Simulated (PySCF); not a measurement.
Compound: C6H8F2O.
SMILES with atom numbers: `[CH3:1][C@@H:2]1[CH2:3][CH2:4][C:5]([F:6])=[C:7]([F:8])[O:9]1` (hydrogens: H10, H11, H12 on C1; H13 on C2; H14, H15 on C3; H16, H17 on C4)

Geometry (GFN2-xTB, Å), atoms numbered from 1 in this order:
```xyz
17
C6H8F2O angstrom
C     -2.210    0.607   -0.078
C     -0.749    0.307   -0.375
C     -0.254   -0.958    0.330
C      1.207   -1.216   -0.034
C      1.950    0.081    0.045
F      3.302    0.001    0.080
C      1.332    1.256    0.117
F      1.977    2.420    0.249
O      0.001    1.443    0.058
H     -2.361    0.686    0.995
H     -2.492    1.550   -0.536
H     -2.840   -0.184   -0.472
H     -0.600    0.198   -1.461
H     -0.877   -1.804    0.043
H     -0.346   -0.808    1.407
H      1.661   -1.928    0.659
H      1.292   -1.638   -1.040
```

Method used: TDDFT PBE0/def2-SVPD, vertical, gas phase, core orbitals frozen in the response in PySCF.

Question: Predict the UV-vis stick spectrum at this level.

Answer: 

```
state  E (eV)  E (kJ/mol)  λ (nm)       f  main configurations (H = HOMO, L = LUMO)
   S1    5.92         571   209.5   0.012                    H→L (85%), H→L+1 (11%)
   S2    6.13         591   202.4  0.0061       H→L+1 (59%), H→L+3 (19%), H→L (11%)
   S3    6.63         639   187.1   0.032                  H→L+2 (66%), H→L+3 (24%)
   S4    6.72         649   184.4   0.014     H→L+3 (48%), H→L+1 (23%), H→L+2 (13%)
   S5    7.09         684   175.0   0.093      H→L+4 (60%), H→L+5 (11%), H→L+2 (9%)
   S6    7.41         715   167.3   0.025                  H→L+5 (69%), H→L+4 (10%)
```

Triplets (Tamm–Dancoff): T1 4.46 eV, H→L+2 (40%), H→L+4 (23%), H→L (23%); T2 5.69 eV, H→L+1 (59%), H→L+3 (20%).

The lowest singlet comes at 209 nm (571 kJ/mol) in the ultraviolet; it is weak; its leading configuration is HOMO→LUMO (85%). The most intense listed level is S5 at 7.09 eV (175 nm, f = 0.093), 1.17 eV above S1. Löwdin shares by element: HOMO carbon 52% or more, oxygen 19%, fluorine 11% or more (atoms not listed hold the other 18%); LUMO carbon 30% or more, hydrogen 10% or more (atoms not listed hold the other 60%). Of the 6 states listed, 5 reach f = 0.01 and none stays under 0.0005. The oscillator strengths of these states sum to 0.182; summed over the whole spectrum of an exact calculation they would give the number of electrons, 70 (Thomas–Reiche–Kuhn). Weighted by f, the mean energy of these states is 6.91 eV. No computed singlet lies in the visible range (380 to 750 nm); the lowest, at 209 nm, stands 2.66 eV above its violet end (3.26 eV). Only the lowest 6 singlets were computed, as vertical energies without vibronic structure.

On an Arm Neoverse V2 with one thread, no GPU (shared host), this took 51 s wall and 0.99 GiB of memory at its peak.

One conformer stands for the species.
